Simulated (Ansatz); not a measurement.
Kohn–Sham single points on C2H9BSn, SMILES `B[CH2][SnH2][CH3]`.

```yaml
crystal:
  periodic: [false, false, false]
  atoms:
    - {symbol: B, position_ang: [-1.593032, 1.066703, -0.934237]}
    - {symbol: C, position_ang: [-1.521119, -0.175124, -0.077675]}
    - {symbol: Sn, position_ang: [0.621408, -0.530885, -0.500583]}
    - {symbol: C, position_ang: [1.675109, -0.224282, 1.331742]}
    - {symbol: H, position_ang: [-1.279689, 2.135081, -0.483284]}
    - {symbol: H, position_ang: [-1.869049, 0.993143, -2.099450]}
    - {symbol: H, position_ang: [-1.529112, -0.075898, 1.008072]}
    - {symbol: H, position_ang: [-2.011600, -1.087918, -0.413363]}
    - {symbol: H, position_ang: [1.222040, 0.513668, -1.714130]}
    - {symbol: H, position_ang: [0.738599, -2.144503, -1.050711]}
    - {symbol: H, position_ang: [1.307817, -0.914863, 2.090753]}
    - {symbol: H, position_ang: [2.742717, -0.388851, 1.185549]}
    - {symbol: H, position_ang: [1.516411, 0.799131, 1.672214]}
basis:
  gaussian: {orbitals: def2-TZVPP}
hamiltonian: {xc: {name: B2PLYP}}
```

```sh
$ ansatz run in.yaml --threads 4 --pin off --events-out ev --progress --plain --max-ram 10444MiB
```

It prints (some lines left out):

```
Functional definition: B2PLYP
1705 factors; integrals over basis functions are off by at most 1.3e-3 eV
mean field evaluation 1: about -8705.6663 eV, gradient 5.6e1 eV
mean field evaluation 2: about -8705.7523 eV, gradient 5.6e1 eV
mean field evaluation 4: about -8713.0922 eV, gradient 4.2e0 eV
mean field evaluation 8: about -8713.1344 eV, gradient 3.1e-1 eV
mean field evaluation 16: about -8713.1346 eV, gradient 6.8e-5 eV
mean field -8713.13461793 eV, -320.2017912341 hartree, gradient 7.1e-6 eV, S^2 0.000000; 0 other end points of the search recorded, 0 dependent functions left out
7 core orbitals not correlated: weight in the atoms' cores, before any rotation towards them, 1.000 or more for the frozen orbitals, at most 0.000 for the correlated occupied ones
reference -8713.13482210 eV, -320.2017987372 hartree; 17, 17 occupied and 245, 245 virtual orbitals, 1705 factors
second order -26.39677875 eV of doubles, -0.00000000 eV of singles
Total energy: -8720.26195236 eV, -320.4637159434 hartree
```

It took 6 s on 4 threads of an Arm Neoverse V1 on a shared host, with 0.77 GiB of host memory at the peak.

With the line `hamiltonian: {xc: {name: wB97M-V}}` and forces (abridged; 13 s):

```
Functional definition: wB97M-V
mean field evaluation 16: about -8725.5533 eV, gradient 1.5e-4 eV
mean field -8725.55329688 eV, -320.6581692679 hartree, gradient 3.5e-5 eV, S^2 0.000000
Total energy: -8725.55336373 eV, -320.6581717246 hartree
Atom 0 force    -0.028863     0.121051    -0.079240 eV/Å
Atom 1 force     0.047164    -0.089424     0.042317 eV/Å
Atom 2 force     0.037016    -0.031911    -0.060494 eV/Å
Atom 3 force    -0.007757    -0.005974    -0.020042 eV/Å
Atom 4 force    -0.028648    -0.131497    -0.050865 eV/Å
Atom 5 force     0.039827     0.003873     0.142190 eV/Å
Atom 6 force    -0.009494     0.005140    -0.084497 eV/Å
Atom 7 force     0.026964     0.085976     0.023061 eV/Å
Atom 8 force    -0.042056    -0.063011     0.079088 eV/Å
Atom 9 force    -0.006683     0.109518     0.043119 eV/Å
Atom 10 force     0.036453     0.060139    -0.049145 eV/Å
Atom 11 force    -0.083580     0.017258     0.027720 eV/Å
Atom 12 force     0.019658    -0.081138    -0.013212 eV/Å
Dipole moment:     0.197821    -0.218898     0.261336 e Å
```

With the line `hamiltonian: {xc: pbe, dispersion: d4}` and forces (abridged; 2.8 s):

```
Functional definition: PBE
mean field evaluation 16: about -8724.1766 eV, gradient 8.6e-3 eV
mean field -8724.17662025 eV, -320.6075773348 hartree, gradient 5.0e-5 eV, S^2 0.000000
Total energy: -8724.43086523 eV, -320.6169206656 hartree
Atom 0 force     0.025316     0.034355    -0.033313 eV/Å
Atom 1 force    -0.166988     0.069603    -0.000404 eV/Å
Atom 2 force     0.037624     0.002607    -0.093257 eV/Å
Atom 3 force     0.024118     0.014447     0.064429 eV/Å
Atom 4 force     0.027566     0.106736     0.043778 eV/Å
Atom 5 force    -0.030727    -0.005242    -0.114454 eV/Å
Atom 6 force     0.009601     0.004663     0.215479 eV/Å
Atom 7 force    -0.084592    -0.189804    -0.057933 eV/Å
Atom 8 force     0.062667     0.100623    -0.120369 eV/Å
Atom 9 force     0.001558    -0.165277    -0.060604 eV/Å
Atom 10 force    -0.071752    -0.129444     0.135583 eV/Å
Atom 11 force     0.197774    -0.032609    -0.037473 eV/Å
Atom 12 force    -0.032165     0.189341     0.058538 eV/Å
Dipole moment:     0.222908    -0.237144     0.284515 e Å
```
